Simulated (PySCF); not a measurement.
**Ionisation energy of Tm⁴⁶⁺ by level of theory**

Tm⁴⁶⁺ [Ar] 3d5 [3d3/2^4 3d5/2^1, M_J = 5/2] → Tm⁴⁷⁺ [Ar] 3d4 [3d3/2^4, M_J = 0], as a difference of total energies. All numbers are calculated (PySCF 2.14, the two-component X2C-1e Hamiltonian, in an uncontracted even-tempered set (16 s from 11 bohr⁻², ratio 2.8; 12 p from 15 bohr⁻², ratio 2.8; 8 d from 15 bohr⁻², ratio 2.8; 3 f from 49 bohr⁻², ratio 3)). Correlated levels: [Ne] frozen; the 74 highest virtual spinors dropped. "Screened" scales the spin-orbit matrix elements by Boettger's factors to mimic the two-electron term; Breit and QED terms are absent.

```
                    method  ionisation energy (eV)
           GHF (spin-free)                  3937.7
          GMP2 (spin-free)                  3937.7
 GHF (screened spin-orbit)                  3896.7
GMP2 (screened spin-orbit)                  3896.5
```

Breit and QED terms and the two-electron picture change are absent.

The spin-free rows relax to the high-spin LS determinant and lack the spin-orbit shift.

The labels give the starting determinants; with spin-orbit coupling the two ends relaxed to ⟨J²⟩ = 8.75, ⟨L²⟩ = 5.63, ⟨S²⟩ = 3.07 and ⟨J²⟩ = 0.00, ⟨L²⟩ = 2.44, ⟨S²⟩ = 2.44.

For comparison: 3895 ± 4 eV (theoretical estimate listed by NIST; NIST Atomic Spectra Database, ionization energies).
